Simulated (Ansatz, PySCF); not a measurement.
Torsion C1–C2–Ge3–H7 in C2H6Ge (SMILES C=[CH][GeH3]); at each angle all else is relaxed with GFN2-xTB, and the levels are single points there.
Geometry at 120° (charge 0, multiplicity 1):
```tsv
atom	x (Å)	y (Å)	z (Å)
C	1.5532	-0.1472	-0.2792
C	0.5529	0.0477	0.5648
Ge	-1.3202	0.0787	0.0517
H	1.3764	-0.3034	-1.3324
H	2.5867	-0.1600	0.0339
H	0.7720	0.2010	1.6150
H	-2.0898	-0.9874	0.7640
H	-1.4721	-0.1301	-1.4183
H	-1.9557	1.3828	0.4145
```

On the grid 0° to 120°, 60° is the highest and 120° the lowest point at MP2/CBS(cc-pVTZ, cc-pVQZ) + ΔCCSD(T)/cc-pVTZ.

Run with Ansatz (Gaussian orbitals); PySCF for M06-2X. Values without a source in brackets are computed.

Q: Predict the energy at 60° less that at 120° from PBE/def2-TZVPP.

A: 1.1 kcal/mol

Ansatz is a program for electronic structure.
